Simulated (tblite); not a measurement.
Compound: C3H11NO2Si3.
Numbering: `[CH2:1]=[C:2]([CH:3]=[O:4])[O:5][SiH2:6][N:7]([SiH3:8])[SiH3:9]` (hydrogens: H10, H11 on C1; H12 on C3; H13, H14 on Si6; H15, H16, H17 on Si8; H18, H19, H20 on Si9)

Computed with GFN2-xTB (tblite), gas phase: L-BFGS steps from a force-field or distance-geometry start until the largest atomic force falls under 0.01 eV/Å.

At the end of the run (lengths in Å): C2–O5 1.326, N7–Si9 1.744, N7–Si8 1.733, C2–C3 1.465, Si6–N7 1.735, Si6–H13 1.459, Si6–H14 1.459, Si8–N7–Si9 125.9°, O5–Si6–N7 97.8°, Si6–N7–Si9 119.9°, C3–C2–O5 115.7°, C1–C2–C3–O4 180°, C1–C2–O5–Si6 180°, C2–O5–Si6–N7 -179°, H13–Si6–N7–Si8 -65°, H18–Si9–N7–Si6 180°.

Question: These geometries were met on the way; a selection of coordinates is given. Order them by energy above the end point, lowest first.
A. C2–O5 1.335, N7–Si9 1.749, N7–Si8 1.743, C2–C3 1.470, Si6–N7 1.747, Si6–H13 1.458, Si6–H14 1.463, Si8–N7–Si9 114.7°, O5–Si6–N7 106.5°, Si6–N7–Si9 118.6°, C3–C2–O5 117.5°, C1–C2–C3–O4 177°, C1–C2–O5–Si6 161°, C2–O5–Si6–N7 -168°, H13–Si6–N7–Si8 -83°, H18–Si9–N7–Si6 177°
B. C2–O5 1.382, N7–Si9 1.689, N7–Si8 1.680, C2–C3 1.513, Si6–N7 1.688, Si6–H13 1.490, Si6–H14 1.487, Si8–N7–Si9 109.2°, O5–Si6–N7 107.9°, Si6–N7–Si9 109.9°, C3–C2–O5 125.4°, C1–C2–C3–O4 173°, C1–C2–O5–Si6 162°, C2–O5–Si6–N7 -162°, H13–Si6–N7–Si8 -70°, H18–Si9–N7–Si6 179°
C. C2–O5 1.328, N7–Si9 1.748, N7–Si8 1.742, C2–C3 1.461, Si6–N7 1.750, Si6–H13 1.467, Si6–H14 1.470, Si8–N7–Si9 115.7°, O5–Si6–N7 102.4°, Si6–N7–Si9 120.5°, C3–C2–O5 115.7°, C1–C2–C3–O4 -179°, C1–C2–O5–Si6 166°, C2–O5–Si6–N7 -172°, H13–Si6–N7–Si8 -86°, H18–Si9–N7–Si6 172°
D. C2–O5 1.346, N7–Si9 1.759, N7–Si8 1.760, C2–C3 1.479, Si6–N7 1.755, Si6–H13 1.466, Si6–H14 1.448, Si8–N7–Si9 109.3°, O5–Si6–N7 107.1°, Si6–N7–Si9 110.6°, C3–C2–O5 122.9°, C1–C2–C3–O4 173°, C1–C2–O5–Si6 162°, C2–O5–Si6–N7 -162°, H13–Si6–N7–Si8 -70°, H18–Si9–N7–Si6 180°
E. C2–O5 1.330, N7–Si9 1.741, N7–Si8 1.735, C2–C3 1.468, Si6–N7 1.739, Si6–H13 1.457, Si6–H14 1.453, Si8–N7–Si9 119.5°, O5–Si6–N7 102.7°, Si6–N7–Si9 121.2°, C3–C2–O5 115.7°, C1–C2–C3–O4 -171°, C1–C2–O5–Si6 168°, C2–O5–Si6–N7 -176°, H13–Si6–N7–Si8 -93°, H18–Si9–N7–Si6 164°

Answer: E (0.130 eV), C (0.211 eV), A (0.353 eV), D (0.584 eV), B (0.966 eV).

| step | E above end (eV) | rms distance from the end, all atoms (Å) | largest force (eV/Å) | rms shift of all bonds from the end (Å) |
| --- | --- | --- | --- | --- |
| 27 | 0.130 | 0.835 | 0.141 | 0.004 |
| 14 | 0.211 | 0.863 | 0.447 | 0.007 |
| 9 | 0.353 | 0.885 | 0.848 | 0.007 |
| 2 | 0.584 | 0.903 | 1.735 | 0.016 |
| 0 | 0.966 | 0.905 | 3.035 | 0.031 |

Rows stand in the order of the answer.
